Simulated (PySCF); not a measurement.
Gas-phase reaction: 2 InHCl2 + 3 Br2 = 2 InBr3 + 2 HCl + 2 Cl

Computed with PySCF and rigid-rotor harmonic-oscillator thermochemistry at 1 bar. † marks an energy on the PBE0/def2-TZVP geometry and frequencies; other levels use their own. CCSD(T) freezes the core. Open shells (unrestricted): Cl (multiplicity 2, electronic degeneracy 6); the rest are closed-shell singlets. Spin-orbit splitting is ignored; it lowers the true energy and changes the entropy of Cl. In: scalar-relativistic def2 core potential, no spin-orbit coupling. Br: all electrons, no relativistic terms. InHCl2: computed as isolated molecules; such fragments, hydroxides, amides, oligomers or adducts are transient or little studied in the gas. CCSD(T) isn't extrapolated to the basis-set limit; its ΔH°(298 K) is -265.2 kJ in def2-SVP and -200.6 kJ in def2-TZVPP. The harmonic model lacks anharmonicity and excited electronic states, which grow with temperature; levels with a mode under 35 cm⁻¹ are left out. Soft modes under 120 cm⁻¹ make the harmonic entropy rough for InHCl2, InBr3.

| level | ΔE electronic, kJ | ΔH°(298 K), kJ | ΔS°(298 K), J/K | ΔG°(1400 K), kJ |
|---|---|---|---|---|
| CCSD(T)/def2-TZVPP† | -210 | -201 | 98 | -347 |
| HF/def2-TZVP† | -368 | -359 | 98 | -505 |
| PBE/def2-TZVP† | -102 | -93 | 98 | -239 |
| PBE0/def2-TZVP | -155 | -146 | 98 | -292 |
| r2SCAN/def2-TZVP† | -162 | -153 | 98 | -299 |
| LDA/def2-TZVP† | -39 | -30 | 98 | -176 |
| ωB97M-V/def2-TZVP† | -149 | -140 | 98 | -286 |
| ωB97X-V/def2-TZVP† | -159 | -150 | 98 | -296 |
ΔH° is lowest at HF/def2-TZVP† and highest at LDA/def2-TZVP†. No reference value is set beside these.
